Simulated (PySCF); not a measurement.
## Nuclear quadrupole coupling in `O[SiH]1SCCS1`

Species: C2H6OS2Si.
Numbering: `[OH:1][SiH:2]1[S:3][CH2:4][CH2:5][S:6]1` (hydrogens: H7 on O1; H8 on Si2; H9, H10 on C4; H11, H12 on C5)

Structure used (GFN2-xTB), in Å, numbered top down from 1:
```xyz
12
C2H6OS2Si angstrom
O      2.851   -0.254    0.313
Si     1.490    0.442   -0.194
S      0.095    0.986    1.349
C     -1.293   -0.049    0.753
C     -1.303   -0.157   -0.755
S      0.262   -0.872   -1.362
H      2.884   -1.093    0.769
H      1.945    1.604   -0.920
H     -1.193   -1.033    1.213
H     -2.205    0.425    1.114
H     -1.431    0.821   -1.220
H     -2.100   -0.822   -1.087
```

Field gradients from the PBE0/pcSseg-1 density (PySCF, non-relativistic), principal values in atomic units, ordered |Vxx| ≤ |Vyy| ≤ |Vzz|:

```csv
atom,Vxx,Vyy,Vzz
O1,-0.4570,-1.0279,1.4849
S3,0.0759,2.0883,-2.1641
S6,0.1391,2.0488,-2.1879
```

Question: Find the asymmetry η = (Vxx − Vyy)/Vzz and the couplings χ = eQV/h (234.96 MHz × Q in barn × V in au), with Q(17O) = −0.0256 b, Q(33S) = −0.0678 b.

Answer: 
```
atom                environment  nucleus     η  χzz (MHz)  χxx (MHz)  χyy (MHz)
  O1             silanol oxygen      17O  0.38      -8.93       2.75       6.18
  S3  sulfur bonded to C and Si      33S  0.93      34.48      -1.21     -33.27
  S6  sulfur bonded to C and Si      33S  0.87      34.85      -2.22     -32.64
```

At S3 η is above 0.9: Vyy and Vzz are nearly equal in size and opposite in sign, so a small change could swap them and flip the sign of χzz. The tensor is traceless: Vxx + Vyy + Vzz = 0.

Question: What is Vzz at S3 in SI units (1 au = 9.71736 × 10²¹ V/m²)?

Answer: -2.1641 au = -21.030 × 10²¹ V/m².

Question: And the gradient at the other heavy atoms, for which no coupling is worked out here?

Answer: 
| atom | environment | Vzz (au) | η |
| --- | --- | --- | --- |
| Si2 | oxygen-bound silicon | -0.490 | 0.72 |
| C4 | sp3 carbon bound to sulfur | 0.288 | 0.38 |
| C5 | sp3 carbon bound to sulfur | 0.285 | 0.36 |

Were the hydrogens deuterons (Q(2H) = 0.00286 b), χzz would run from 116 kHz (H8) to 337 kHz (H7).

One conformer (not necessarily the lowest) at the GFN2-xTB geometry, without solvent, vibrations or thermal averaging. GFN2-xTB bond lengths can be off by several hundredths of an ångström, more for odd bonds, and the gradients follow them. With so small a basis the couplings can be 20 % off.
